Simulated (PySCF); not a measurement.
## Simulated absorption spectrum

Compound: C4H10O2S.
Numbering: `[CH3:1][CH:2]([CH3:3])[S:4]([CH3:5])(=[O:6])=[O:7]` (hydrogens: H8, H9, H10 on C1; H11 on C2; H12, H13, H14 on C3; H15, H16, H17 on C5)

Structure used (GFN2-xTB), in Å, numbered top down from 1:
```
atom  x, y, z in Å
C1    -1.412    1.389   -0.426
C2    -0.652    0.291    0.289
C3    -1.157   -1.096   -0.038
S4     1.077    0.430   -0.313
C5     2.028   -0.818    0.618
O6     1.587    1.724    0.053
O7     1.112    0.069   -1.704
H8    -0.943    2.349   -0.223
H9    -1.378    1.210   -1.498
H10   -2.451    1.423   -0.102
H11   -0.602    0.478    1.361
H12   -0.930   -1.315   -1.079
H13   -0.689   -1.850    0.591
H14   -2.235   -1.155    0.104
H15    1.810   -0.693    1.671
H16    3.076   -0.625    0.425
H17    1.753   -1.801    0.261
```

Method: TDDFT CAM-B3LYP/def2-SVPD, vertical, gas phase, core orbitals frozen in the response in PySCF 2.14.0, density-fitted response routines.

Broadening: Gaussians 0.3 eV wide at half height, area fixed by f = 4.319×10⁻⁹ ∫ε dν̃. The width is an assumption, not a result. The curve ends short of the highest state used, and states not computed would add to its high-energy end.

(λ (nm), ε (L mol⁻¹ cm⁻¹)): (149.8, 13037), (150.8, 13949), (151.8, 12614), (152.8, 9624), (153.8, 6220), (154.7, 3668), (155.7, 1785), (156.7, 815), (157.7, 462), (158.7, 457), (159.7, 615), (160.7, 808), (161.6, 933), (162.6, 962), (163.6, 867), (164.6, 686), (165.6, 479), (166.6, 297), (167.6, 163), (168.5, 87), (169.5, 39), (170.5, 16), (171.5, 6), (172.5, 2)

(1) Locate the maxima and give the states behind the curve.

(2) Coming from long wavelengths, where does ε first pass 100 L mol⁻¹ cm⁻¹?

## Answers

(1) 162 nm (7.64 eV), ε about 970, made up of S1 (100%); 151 nm (8.23 eV), ε about 14000, made up of S2 (11%) and S3 (87%) (ε in L mol⁻¹ cm⁻¹; maxima over ε = 5, shares over 10%). The states used: S1 7.64 eV (f 0.011); S2 8.20 eV (f 0.018); S3 8.23 eV (f 0.135); S4 8.46 eV (f 0.010); S5 8.61 eV (f 0.053); S6 8.71 eV (f 0.0050); S7 8.77 eV (f 0.045); S8 8.88 eV (f 0.0069).

(2) At about 168 nm (7.37 eV), 0.27 eV below S1.

The run took 72 s on one thread, Arm Neoverse V2, no GPU, on a shared host.

One conformer stands for the species.
